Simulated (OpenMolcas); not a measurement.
Cu2+ with 6 ligands (fluoride) in octahedral coordination (Oh). A charge of +0.667 e stands 3.2 Å behind each ligand. Ligand basis ANO-RCC-VDZP.

```json
{
 "Program": "OpenMolcas 26.06",
 "Method": "CASSCF",
 "Basis": "ANO-RCC-VDZP [5s4p2d1f]",
 "Scalar Hamiltonian": "DKH2, point nucleus",
 "Active space": "9 electrons in 5 orbitals (3d)",
 "State averaging": "2S+1 = 2 even, 5 roots",
 "Spin-orbit coupling": "state interaction with AMFI integrals over the reference wave functions"
}
```

All ligands move together. At R = 1.93 Å |10Dq| is 6704 cm-1, and at R = 2.16 Å it is 3246 cm-1.

Task: A third run gives 4711 cm-1. What distance was it run at?

Result: With a power law R^-n the two known points give n = -ln(3246 / 6704) / ln(2.16 / 1.93) = 6.44. Then R = 1.93 × (6704 / 4711)^(1/6.44) = 2.039 Å. The run was at 2.04 Å, so the estimate is off by -0.001 Å.

An orbital doublet at a regular site is open to a Jahn-Teller distortion, which this geometry leaves out. Ligand-to-metal charge-transfer states are missing. With metal d orbitals alone and no dynamic correlation the field as a rule comes out too small, by tens of per cent, by up to half for chloride and softer ligands, and the orbital part of g and χT, which goes as 1/10Dq, too large. No measured value stands beside these numbers; the geometry is a model, was not optimised and need not be the one that this ion takes.
